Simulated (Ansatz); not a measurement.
Geometry optimisation, RHF/def2-SVP (Ansatz 0.2.0).

Input:

```yaml
crystal:
  periodic: [false, false, false]
  atoms:
    - { symbol: Al, position_ang: [0.0, 0.0, 0.0] }
    - { symbol: Cl, position_ang: [0.0, 0.0, 2.23] }
    - { symbol: Cl, position_ang: [1.9312, 0.0, -1.115] }
    - { symbol: Cl, position_ang: [-1.9312, 0.0, -1.115] }
basis:
  gaussian: { orbitals: def2-SVP }
hamiltonian:
  xc: hf
relax:
  f_tol: 0.02
  max_steps: 40
```

Command:

```bash
$ ansatz run input.yaml --threads 1 --pin off --max-ram 2048MiB --backend cpu --events-out ev --progress --plain --runs-dir out
```

Where does it end, and by what steps?

It converged. After 3 steps the energy has fallen by 0.575 eV; Cl2 moved furthest, 0.15 Å.

| step | energy less start (eV) | largest force component (eV/Å) | accepted |
| --- | --- | --- | --- |
| 0 | 0.0000 | 2.309 | yes |
| 1 | -0.5722 | 0.193 | yes |
| 2 | -0.5748 | 0.047 | yes |
| 3 | -0.5750 | 0.006 | yes |

```xyz
4
Properties=species:S:1:pos:R:3
Al 0.000 0.000 0.000
Cl 0.000 0.000 2.080
Cl 1.801 0.000 -1.040
Cl -1.801 0.000 -1.040
```

Whether the end is a true minimum wasn't checked by a vibrational analysis.

The run took 3.2 s on 1 thread of Arm Neoverse V2, on a shared host, peak memory 0.13 GiB.
